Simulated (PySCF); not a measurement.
# Working out the excitation energy of He

He 1s2 (1S) → He 1s1 2p1 (3P). All numbers are calculated (PySCF 2.14, the spin-free X2C one-electron Hamiltonian (Gaussian nucleus), in x2c-QZVPPall with one added diffuse shell each of s, p, d type (5s4p3d1f, 39 functions)). Frozen: nothing. Energies in hartree (1 hartree = 27.21139 eV):

```
            part  He (lower)  He (upper)
             UHF   -2.861727   -2.034312
CCSD correlation   -0.040901   -0.003947
             (T)    0.000000    0.000000
```

Problem. What does Hartree-Fock give?

Solution. (-2.034312) − (-2.861727) = 0.827415 hartree = 22.515 eV.

Problem. What do CCSD and CCSD(T) give?

Solution. The CCSD correlation energies differ by 0.036954 hartree = 1.006 eV and the triples by 0.000000 hartree = 0.000 eV, so CCSD gives 23.521 eV and CCSD(T) 23.521 eV.

Measured between the centres of the two terms (NIST): 20.964 eV, so CCSD(T) (valence) is off by 2.557 eV.

What remains against the reference includes basis incompleteness and higher excitations.
